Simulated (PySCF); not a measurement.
Static response to an electric field

SiH(NHEt)3, C₆H₁₉N₃Si.
Cartesian coordinates in Å at the PBE0-D3(BJ)/def2-SVP level; atoms count from 1:
```xyz
29
C6H19N3Si angstrom
Si    -0.0110    0.0105   -0.2669
H     -0.0250    0.0029    1.2380
N      1.6235   -0.0188   -0.8209
C      2.7419    0.6462   -0.1976
C      3.6526   -0.2866    0.5879
H      1.8698   -0.7248   -1.5054
H      3.3415    1.1946   -0.9498
H      2.3464    1.4247    0.4778
H      3.0924   -0.7901    1.3911
H      4.4970    0.2574    1.0407
H      4.0714   -1.0682   -0.0671
N     -0.7939    1.4356   -0.8494
C     -1.9521    2.0626   -0.2601
C     -1.6284    3.2877    0.5832
H     -0.2695    2.0186   -1.4918
H     -2.6867    2.3395   -1.0409
H     -2.4672    1.3134    0.3661
H     -0.9570    3.0201    1.4140
H     -2.5392    3.7424    1.0046
H     -1.1200    4.0560   -0.0222
N     -0.8429   -1.3781   -0.8670
C     -0.8054   -2.6995   -0.2886
C     -2.0318   -3.0442    0.5443
H     -1.5945   -1.2179   -1.5280
H     -0.6697   -3.4661   -1.0758
H      0.0978   -2.7728    0.3421
H     -2.1469   -2.3334    1.3773
H     -1.9652   -4.0615    0.9622
H     -2.9475   -2.9927   -0.0673
```

Level: CAM-B3LYP/def2-SVPD (PySCF), static field, nuclei fixed, core orbitals frozen in the response. The polarisability tensor in these axes (au):

```
x   133.83  -0.21   0.28
y    -0.21 133.88   0.19
z     0.28   0.19 108.53
```

Q: What are the eigenvalues, a third of the trace, and Δα (Δα² = ½Σ(αi − αj)² over the three pairs)?

A: Principal values 108.53, 133.65 and 134.06 au; mean 125.41 au = 18.58 Å³ = 20.68 × 10⁻⁴⁰ C²·m²/J; Δα = 25.33 au (20 % of the mean).

Q: What is the dipole moment, and where does it point?

A: (0.02, 0.01, -0.52) D, 0.52 D in size, pointing from the negative to the positive side. Measured along this direction, the outermost atoms are H27 at the negative end and H6, H15 and H24 at the positive end.

Q: Form Σ f/ω² (atomic units) for the 10 lowest TDDFT singlets, given as eV and f, and set it beside the mean polarisability, which is this sum over all singlets: 6.14, 0.0164; 6.23, 0.0207; 6.23, 0.0207; 6.78, 0.0066; 6.79, 0.0070; 6.98, 0.0118; 7.07, 0.0001; 7.20, 0.0054; 7.21, 0.0052; 7.21, 0.0006.

A: They add up to 1.67 au, 1.3 % of the 125.41 au; the largest single term is 0.39 au, from the state at 6.23 eV. Terms in order: 0.32, 0.39, 0.39, 0.11, 0.11, 0.18, 0.00, 0.08, 0.07, 0.01 au. Higher excitations give the rest. The strengths listed sum to 0.094.

Q: Orientational against electronic polarisability at 298 K (dilute gas, rigid molecules)?

A: In Gaussian units μ²/3kT = 2.19 Å³ against 18.58 Å³, a ratio of 0.12; the Debye molar polarisation (4π/3)N_A(α + μ²/3kT) is 52.4 cm³/mol, leaving out the vibrational part.

Q: What depolarisation ratio follows for Rayleigh scattering of linearly polarised light, taking the static tensor?

A: ρ = 3Δα²/(45ᾱ² + 4Δα²) = 1924.9/(707769 + 2566.5) = 0.00271.

Q: Find the Langevin capture rate constant for NO+ (29.998 u) meeting this molecule (161.135 u), k = 2.342 × 10⁻⁹ cm³/s × √(α in Å³ / reduced mass in u).

A: The reduced mass is 25.29 u, so k = 2.01 × 10⁻⁹ cm³/s. The formula leaves out the permanent dipole, which adds to the capture rate.

Q: What would n − 1 = 2πNα be for an ideal gas of these molecules at 298.15 K and 1 atm, electronic part alone?

A: N = p/kT = 2.4615 × 10¹⁹ cm⁻³, so n − 1 = 2π × N × 18.58 × 10⁻²⁴ cm³ = 2874 × 10⁻⁶ at long wavelengths, for an ideal gas.

The structure is a single PBE0-D3(BJ)/def2-SVP conformer in the gas phase; no vibrational or solvent corrections.

The run behind these numbers computed excited states as well. The run took 1.7 min wall, 3.7 min CPU (grids of density and orbitals included) on 2 threads, Intel Xeon 6975P-C (x86_64), shared host, and the process peaked at 2.4 GiB of memory.
